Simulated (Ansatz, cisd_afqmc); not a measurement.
Species: C2F6, charge 0, singlet. C2F6 (1,1,1,2,2,2-hexafluoroethane, SMILES FC(F)(F)C(F)(F)F).
B3LYP-D3(BJ)/def2-TZVP minimum from Ansatz (a program for electronic structure):
```
C
F 1 1.3334
F 1 1.3334 2 109.09
F 1 1.3334 2 109.09 3 -119.07
C 1 1.5541 2 109.85 3 120.47
F 5 1.3334 1 109.85 2 180.00
F 5 1.3334 6 109.09 1 120.47
F 5 1.3334 6 109.09 7 119.07
```
Charge 0, spin multiplicity 1.

Total energies in cc-pVTZ, 50 correlated electrons, 8 frozen orbitals. Radicals and triplets start from unrestricted determinants; spin-orbit coupling is neglected. Correlated methods leave the cores frozen. No relativity. AFQMC/CISD: phaseless, guided by CISD from CCSD amplitudes; bars are statistical, one sigma. Outlying blocks are dropped, and bars are widened where a walk drifts. Over all cases where full CI ran beside it in this data, AFQMC minus full CI had a median of +0.1 mEh and passed +0.4 mEh in a tenth of the cases.

```
method         program         energy (Eh)  minus AFQMC/CISD (mEh)
----------  ----------  ------------------  ----------------------
HF              Ansatz          -672.64162            1865.9 ± 0.7
MP2             Ansatz          -674.44560              61.9 ± 0.7
CCSD            Ansatz          -674.44565              61.9 ± 0.7
CCSD(T)         Ansatz          -674.50468               2.8 ± 0.7
AFQMC/CISD  cisd_afqmc  -674.5075 ± 0.0007                     0.0
```
